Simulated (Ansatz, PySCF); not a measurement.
Mg(SeH)(SiMe3) (C3H10MgSeSi), SMILES C[Si](C)(C)[Mg][SeH]. Atoms are numbered in the order given.

```xyz
16

Mg    -0.1725     0.4282     0.0473
Se    -1.0846     2.6867     0.3236
H     -0.8283     2.5974     1.7727
Si     0.7881    -1.9630    -0.2667
C     -0.4596    -3.1083    -1.1238
C      1.2324    -2.7570     1.3995
C      2.3640    -1.9490    -1.3247
H     -0.0279    -4.1169    -1.2425
H     -1.3885    -3.2068    -0.5402
H     -0.7294    -2.7388    -2.1257
H      0.3517    -2.8467     2.0549
H      1.9953    -2.1730     1.9380
H      1.6367    -3.7712     1.2393
H      3.1576    -1.3402    -0.8637
H      2.1738    -1.5467    -2.3322
H      2.7514    -2.9759    -1.4402
```
Charge 0, spin multiplicity 1.

The structure is a stationary point at PBE0-D3(BJ)/def2-SVP. The values are those of a single conformer.

Vertical ionisation energy (IE) and electron affinity (EA) in eV. Rows of orbital energies are one-electron estimates. Where ΔSCF, EOM or ADC give a negative EA the extra electron is unbound and the value depends on the basis.

| level | IE | EA |
|---|---|---|
| −ε(HOMO), −ε(LUMO), ωB97X/def2-TZVP (PySCF) | 8.48 | -0.68 |
| ΔSCF, CAM-B3LYP/def2-SVPD (Ansatz), final states of multiplicity 2 and 2 | 8.20 | -0.20 |

What vertical singlet–triplet gap does ΔSCF give with CAM-B3LYP/def2-SVPD (Ansatz, an electronic-structure program)? (The exact figures need the calculation; the answer reports its results.)

3.89 eV (triplet above singlet where positive).
